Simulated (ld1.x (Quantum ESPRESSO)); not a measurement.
LDA (PZ) RRKJ dataset for Fe (Z = 26), scalar-relativistic all-electron reference.

ld1.x (Quantum ESPRESSO) 7.5 was run on this input:

```
&input
   title='Fe', zed=26., rel=1, dft='PZ', iswitch=3,
   config='[Ar] 3d6 4s1.5 4p0',
   nld=3, rlderiv=2.75, eminld=-7.0, emaxld=5.0, deld=0.02
 /
 &inputp
   pseudotype=2, tm=.false., rho0=0.01, lloc=1,
   nlcc=.true.,
   file_pseudopw='Fe.UPF', file_wfcaegen='ae.wfc', file_wfcncgen='nc.wfc', file_beta='beta', file_chi='chi'
 /
3
4S  1  0   1.50   0.00  2.55  2.55  0.0
3D  3  2   6.00   0.00  1.60  1.60  0.0
3P  2  1   6.00   0.00  1.05  1.05  0.0
 &test
   configts(1)='3p6 3d6 4s1.5 4p0'
 /
```

Command:

```bash
ld1.x < Fe.in > Fe.out
```

Resulting log (shortened: banner, matrices, multipoles, cross overlaps and the repeated all-electron block are left out):

```
Program LD1 v.7.5
     --------------------------- All-electron run ----------------------------

     Fe
     scalar relativistic calculation

     atomic number is 26.00
     dft =PZ   lsd =0 sic =0 latt =0  beta=0.20 tr2=1.0E-14
     Exchange-correlation= PZ
                           (   1   1   0   0   0   0   0)
     mesh =1191 r(mesh) = 101.18024 a.u. xmin = -7.00 dx = 0.01250
     1 Ry =  13.60569312 eV, c = 137.03599908

     n l     nl                  e(Ry)          e(Ha)          e(eV)
     1 0     1S 1( 2.00)      -513.5659      -256.7830     -6987.4203
     2 0     2S 1( 2.00)       -60.4124       -30.2062      -821.9520
     2 1     2P 1( 6.00)       -51.6004       -25.8002      -702.0593
     3 0     3S 1( 2.00)        -7.1750        -3.5875       -97.6211
     3 1     3P 1( 6.00)        -4.7070        -2.3535       -64.0414
     3 2     3D 1( 6.00)        -0.8693        -0.4347       -11.8278
     4 0     4S 1( 1.50)        -0.6572        -0.3286        -8.9421
     4 1     4P 1( 0.00)        -0.3190        -0.1595        -4.3406

     final scf error:  6.4E-15 reached in  28 iterations

     Etot =   -2540.106154 Ry,   -1270.053077 Ha,  -34559.904831 eV

     Ekin =    2569.314817 Ry,    1284.657408 Ha,   34957.308932 eV
     Encl =   -6071.311060 Ry,   -3035.655530 Ha,  -82604.395143 eV
     Eh   =    1068.168557 Ry,     534.084278 Ha,   14533.173590 eV
     Exc  =    -106.278467 Ry,     -53.139234 Ha,   -1445.992209 eV

     normalization and overlap integrals

     s(1S/1S) =  1.000000  <r> =   0.0586  <r2> =    0.0046  r(max) =   0.0385
     s(2S/2S) =  1.000000  <r> =   0.2675  <r2> =    0.0845  r(max) =   0.2241
     s(2P/2P) =  1.000000  <r> =   0.2358  <r2> =    0.0684  r(max) =   0.1790
     s(3S/3S) =  1.000000  <r> =   0.8124  <r2> =    0.7628  r(max) =   0.6990
     s(3P/3P) =  1.000000  <r> =   0.8589  <r2> =    0.8718  r(max) =   0.7167
     s(3D/3D) =  1.000000  <r> =   1.1271  <r2> =    1.7011  r(max) =   0.7078
     s(4S/4S) =  1.000000  <r> =   2.8104  <r2> =    9.0979  r(max) =   2.3208
     s(4P/4P) =  1.000000  <r> =   3.7134  <r2> =   16.0890  r(max) =   3.0174

     ------------------------ End of All-electron run ------------------------

     --------------------- Generating NC pseudopotential ---------------------

      Generating local pot.: lloc=1, matching radius rcloc =   1.0500

      Computing core charge for nlcc:

       r > 0.40 : true rho core
       r < 0.40 : rho core = a sin(br)/r    a=  43.01  b=   6.50

      Integrated core pseudo-charge :   5.42

      Wfc   4S  rcut= 2.565  Estimated cut-off energy=        6.96 Ry
      Using 4 Bessel functions for this wfc, rho(0) = 0.010
      This function has    0 nodes for 0 < r <    2.565

      Wfc   3D  rcut= 1.595  Estimated cut-off energy=       92.27 Ry
      This function has    0 nodes for 0 < r <    1.595

     ------------------- End of pseudopotential generation -------------------

     Computing logarithmic derivative in   2.74745
     Computing logarithmic derivative in   2.74745
     Computing the partial wave expansion
     R is outside the sphere for l=    0 j= 0.00
       no projector for channel:   1
     R is outside the sphere for l=    2 j= 0.00

     ---------------------- Testing the pseudopotential ----------------------

     Fe
     scalar relativistic calculation

     atomic number is 26.00   valence charge is 14.00
     dft =PZ   lsd =0 sic =0 latt =0  beta=0.20 tr2=1.0E-14
     mesh =1191 r(mesh) = 101.18024 xmin = -7.00 dx = 0.01250

     n l     nl             e AE (Ry)        e PS (Ry)    De AE-PS (Ry)
     2 1     3P   1( 6.00)       -4.70696       -4.70702        0.00006
     3 2     3D   1( 6.00)       -0.86933       -0.86933        0.00000
     1 0     4S   1( 1.50)       -0.65723       -0.65723        0.00000
     3 1     4P   1( 0.00)       -0.31903       -0.32029        0.00126

     eps = 3.7E-15  iter = 21

     Etot =   -2540.106154 Ry,   -1270.053077 Ha,  -34559.904831 eV
     Etotps =  -188.273613 Ry,     -94.136807 Ha,   -2561.593007 eV

     Ekin =     105.685454 Ry,      52.842727 Ha,    1437.923849 eV
     Encl =    -389.578605 Ry,    -194.789303 Ha,   -5300.486951 eV
     Ehrt =     144.829818 Ry,      72.414909 Ha,    1970.510054 eV
     Ecxc =     -37.174125 Ry,     -18.587063 Ha,    -505.779743 eV
     (Ecc =     -13.569628 Ry,      -6.784814 Ha,    -184.624192 eV)
     Epseu=     -12.036154 Ry,      -6.018077 Ha,    -163.760217 eV

     ---------------------- End of pseudopotential test ----------------------
```

Note: ghost state, extra bound levels that the all-electron valence spectrum of the same l lacks: s at -77.6 eV. A true bound ghost makes a file unfit for plane-wave use.

Generation and configuration tests took about 1.8 s on one core of a shared server CPU.
